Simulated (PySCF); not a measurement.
**Solvent effects on NMR parameters**

Mapped SMILES: `[CH3:1][CH2:2][CH:3]([CH2:4][CH3:5])[S@@:6](=[O:7])[CH2:8][F:9]` (H(Xn): hydrogen on atom n). Ha(C2), Ha(C4), Ha(C8) are pro-R; Hb(C2), Hb(C4), Hb(C8) are pro-S.

GIAO PBE0/pcSseg-1 in PySCF 2.14 on one PBE0-D3(BJ)/def2-SVP conformer, non-relativistic, equivalent nuclei averaged. Solvents enter as an IEF-PCM continuum (chloroform with ε = 4.7, dimethylsulfoxide with ε = 46.8) around the gas-phase geometry. Shifts are referred to TMS, CS2, CFCl3 computed in the same medium.

In chloroform, δ in ppm: C8 92.3, C3 62.7, C2 23.5, C4 19.6, C1 14.2, C5 12.7, S6 309.7, F9 -238.2, Ha(C8) 5.20, Hb(C8) 4.95, Ha(C2) 1.84, H(C3) 1.80, Ha(C4) 1.59, Hb(C2) 1.38. Dipole moment 3.21 D.

(1) How does each δ change in the more polar medium?

(2) Which nuclei move most (in ppm), and what does the model miss?

## Answers

(1) 
```csv
atoms,environment,"Δδ, dimethylsulfoxide"
C8,sp3 CH2 bonded to F and S,+0.3
C3,sp3 CH bonded to S,+0.5
C2,sp3 CH2,+0.4
C4,sp3 CH2,+0.3
C1,methyl carbon,+0.1
C5,methyl carbon,0.0
S6,sulfoxide sulfur,-1.3
F9,fluorine on an sp3 carbon,0.0
Ha(C8),hydrogen on an sp3 CH2 bonded to F and S,+0.09
Hb(C8),hydrogen on an sp3 CH2 bonded to F and S,+0.11
Ha(C2),hydrogen on an sp3 CH2,+0.06
H(C3),hydrogen on an sp3 CH bonded to S,+0.12
Ha(C4),hydrogen on an sp3 CH2,+0.03
Hb(C2),hydrogen on an sp3 CH2,-0.03
```

Changes are relative to chloroform. The dipole moment becomes 3.52 D in dimethylsulfoxide.

(2) S6 (sulfoxide sulfur, -1.3 ppm) in dimethylsulfoxide. A continuum only polarises the solute; specific hydrogen bonds, the anisotropy of aromatic solvents and changes of geometry or conformer are outside it.
